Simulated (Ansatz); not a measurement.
Ideal-gas functions of `[NH2][SnH]([OH])[F]` at 298.15 K and 1 bar, from an Ansatz frequency run at PBE0-D4/def2-TZVP.

Molar mass 171.75 g/mol, point group C1 (symmetry number 1), electronic degeneracy 1, moments of inertia 105.911, 120.513, 175.437 u Å². Harmonic wavenumbers (cm⁻¹, unscaled): 118, 149, 166, 188, 225, 495, 542, 561, 606, 650, 664, 847, 869, 1562, 1996, 3558, 3658, 3886.

Use S(trans) = R[1.5 ln M + 2.5 ln T − 1.1517]; rotational temperatures θ = 24.2544 K / I; S(rot) = R[ln(√π/σ · √(T³/θAθBθC)) + 1.5]; for each mode x = 1.438777 ν̃/T, S = R[x/(eˣ − 1) − ln(1 − e⁻ˣ)] and H = RT x/(eˣ − 1); 1 cm⁻¹ = 0.0119627 kJ/mol; R = 8.31446 J/(mol·K).

Problem. By hand: the entropy, in J/(mol·K).

Solution. Translation 173.0. Rotation: θ = 0.229, 0.2013, 0.1383 K, giving 109.3. Vibration, mode by mode: 13.11, 11.23, 10.38, 9.40, 8.03, 2.81, 2.35, 2.18, 1.84, 1.55, 1.47, 0.72, 0.66, 0.04, 0.01, 0.00, 0.00, 0.00, in all 65.8. Electronic 0.0. Sum 348.1 J/(mol·K).

Problem. By hand: H − E and G − E in kJ/mol, counted from the electronic energy.

Solution. Zero-point energy ½ × 20740 × 0.0119627 = 124.1; thermal vibration 11.1; translation, rotation and pV give 4 RT = 9.9. H − E = 145.1 kJ/mol, and G − E = 145.1 − 298.15 × 348.1/1000 = 41.3 kJ/mol.

Vibration gives 19 % of the entropy, 24.3 J/(mol·K) of it from the modes under 150 cm⁻¹: soft modes count most, and the harmonic formula is weakest for them. The sum counts one conformer and one mirror image; others add a mixing term.
